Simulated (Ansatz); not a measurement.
Ideal-gas functions of C2H4FNSi, SMILES `N#C[SiH2]CF` at 500 K and 1 bar, from an Ansatz frequency run at PBE0-D4/def2-TZVP.

Molar mass 89.14 g/mol, point group Cs (symmetry number 1), electronic degeneracy 1, moments of inertia 39.062, 282.353, 312.231 u Å². Harmonic wavenumbers (cm⁻¹, unscaled): 73, 98, 245, 260, 364, 482, 604, 686, 723, 824, 861, 940, 1071, 1244, 1318, 1462, 2266, 2276, 2334, 3054, 3109.

Use S(trans) = R[1.5 ln M + 2.5 ln T − 1.1517]; rotational temperatures θ = 24.2544 K / I; S(rot) = R[ln(√π/σ · √(T³/θAθBθC)) + 1.5]; for each mode x = 1.438777 ν̃/T, S = R[x/(eˣ − 1) − ln(1 − e⁻ˣ)] and H = RT x/(eˣ − 1); 1 cm⁻¹ = 0.0119627 kJ/mol; R = 8.31446 J/(mol·K).

Task: By hand: the entropy, in J/(mol·K).

Result: Translation 175.6. Rotation: θ = 0.6209, 0.0859, 0.0777 K, giving 117.5. Vibration, mode by mode: 21.30, 18.87, 11.39, 10.92, 8.30, 6.23, 4.69, 3.89, 3.58, 2.85, 2.62, 2.19, 1.62, 1.09, 0.92, 0.65, 0.09, 0.09, 0.08, 0.01, 0.01, in all 101.4. Electronic 0.0. Sum 394.5 J/(mol·K).

Task: By hand: H − E and G − E in kJ/mol, counted from the electronic energy.

Result: Zero-point energy ½ × 24294 × 0.0119627 = 145.3; thermal vibration 25.9; translation, rotation and pV give 4 RT = 16.6. H − E = 187.8 kJ/mol, and G − E = 187.8 − 500 × 394.5/1000 = -9.4 kJ/mol.

Vibration gives 26 % of the entropy, 40.2 J/(mol·K) of it from the modes under 150 cm⁻¹: soft modes count most, and the harmonic formula is weakest for them. The sum counts one conformer and one mirror image; others add a mixing term.
